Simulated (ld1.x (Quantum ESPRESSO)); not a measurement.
# Building the TM potential for Rb (Z = 37) (PBE, scalar-relativistic).

rubidium, norm-conserving Troullier–Martins (Kleinman–Bylander form), made with ld1.x (Quantum ESPRESSO) 7.5 (PBE, scalar-relativistic). Core [Ar] 3d10, reference 4s2 4p6 5s1 5p0. Waves: 4p (bound): rc 3.68 bohr; 4d channel at -0.05 Ry: rc 1.95 bohr; 4s (bound): rc 2.20 bohr. Local part: the s channel. Core correction: none.

Occupied shells without a wave of their own: 5s. They enter only through the test configuration that unscreens the potential.

* Cutoffs needed: 18 Ry and 35 Ry (the cutoffs (Ry, on a coarse ladder) from which the occupation-weighted sum of valence levels, in a spherical-Bessel basis at the reference potential, stays within 10 and 1 mRy of its value at 400 Ry)
* Ghost test: no extra level below or beside the all-electron valence levels (p, d, s, f tested) (spherical-Bessel basis up to 400 Ry, 20 bohr box)
* Largest excitation error: -386 meV (all-electron minus pseudo) for 4s2 4p6 5s0 5p0, out of 5 test configurations
